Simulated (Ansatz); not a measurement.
The same path of C3H8ClIn (13 atoms, charge 0, multiplicity 1) was run 3 times with different band settings. Lost on the way: In1–C2, C4–H5. Made: C2–H5.

Computed with UKS PBE0-D4/def2-SVP (Ansatz).

Relaxed end points:

```xyz
13
Properties=species:S:1:pos:R:3
In -0.815 -0.128 0.743
C 1.153 -0.932 0.342
C 1.826 -0.436 -0.932
C -2.105 1.411 -0.024
H -1.595 2.039 -0.767
Cl -1.853 -1.285 2.559
H 1.034 -2.028 0.344
H 1.753 -0.692 1.237
H 2.830 -0.878 -1.053
H 1.955 0.659 -0.938
H 1.250 -0.698 -1.835
H -2.982 0.935 -0.488
H -2.451 2.034 0.813
```

```xyz
13
Properties=species:S:1:pos:R:3
In -2.051 -0.428 0.221
C 1.400 -0.047 0.548
C 1.234 -0.594 -0.862
C -2.152 1.610 0.274
H 0.551 0.589 0.856
Cl -1.612 -2.511 1.209
H 1.495 -0.857 1.286
H 2.298 0.584 0.626
H 2.129 -1.145 -1.189
H 1.054 0.205 -1.598
H 0.401 -1.317 -0.933
H -1.544 1.997 -0.566
H -3.205 1.913 0.127
```

Common settings: movable images 9; climbing image yes; spring 5.0 eV/Å²; optimiser quadratic models (default); start path through a guess of the saddle point; end points relaxed.

| run | force threshold | iteration limit |
| --- | --- | --- |
| 1 | 0.05 eV/Å | 17 |
| 2 | 0.2 eV/Å | 35 |
| 3 | 0.05 eV/Å | 6 |

Question: What does each run give, and how far can it be trusted?

Answer: Run 1: not converged after 17 iterations, highest image 2.879 eV above the first end. The band didn't meet its force threshold, so its energies are provisional: the largest band force was still 1.46 eV/Å, and over the last iterations the top moved between 2.84 and 2.99 eV.
Run 2: converged after 22 iterations, highest image 2.676 eV above the first end. The threshold of 0.2 eV/Å is loose, so the images may lie well off the minimum-energy path. A structure lower than the last end lies on the path between it and the top, so the climb from that side starts below the end, which may itself be a saddle point or a shallow side well. Neighbouring images differ by up to 1.3 eV, so the band resolves the path poorly. The order of the stationary point at the top wasn't checked.
Run 3: not converged after 6 iterations, highest image 2.940 eV above the first end. The band didn't meet its force threshold, so its energies are provisional: the largest band force was still 2.54 eV/Å, and over the last iterations the top moved between 2.68 and 2.95 eV.
